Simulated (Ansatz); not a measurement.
Ansatz (a quantum-chemistry and plane-wave program) input:

Ansatz 0.2 input:
```yaml
crystal:
  periodic: [false, false, false]
  atoms:
    - {symbol: Si, position_ang: [0.02908999, -0.00402637, 0.02666276]}
    - {symbol: C, position_ang: [1.85021283, 0.22848688, -0.19680745]}
    - {symbol: C, position_ang: [-0.56464748, -1.31075144, -1.17542634]}
    - {symbol: C, position_ang: [-0.90187632, 1.59665277, -0.21335869]}
    - {symbol: O, position_ang: [-0.29901045, -0.43931968, 1.59900165]}
    - {symbol: H, position_ang: [2.40491240, -0.16701151, -1.04164945]}
    - {symbol: H, position_ang: [2.45547030, 0.80105682, 0.49948737]}
    - {symbol: H, position_ang: [-0.37314561, -1.00589661, -2.20752655]}
    - {symbol: H, position_ang: [-1.63847704, -1.47780889, -1.06824625]}
    - {symbol: H, position_ang: [-0.05850485, -2.26542921, -1.01362187]}
    - {symbol: H, position_ang: [-1.96709807, 1.44884985, -0.02054212]}
    - {symbol: H, position_ang: [-0.78875175, 1.96978868, -1.23323329]}
    - {symbol: H, position_ang: [-0.53833343, 2.36480995, 0.47154875]}
    - {symbol: H, position_ang: [0.18661780, -1.18376195, 1.96204652]}
basis:
  gaussian:
    orbitals: cc-pVTZ-DK
magnetization: {spin_polarized: true, initial_magnetization: 1}
correlation: {method: ccsd_t, electrons: outside_noble_gas}
```

What final total energy does it print?

-484.41851 Eh (X2C-CCSD(T)/cc-pVTZ-DK). The basis has 280 functions.

It need not be the lowest isomer of its formula.
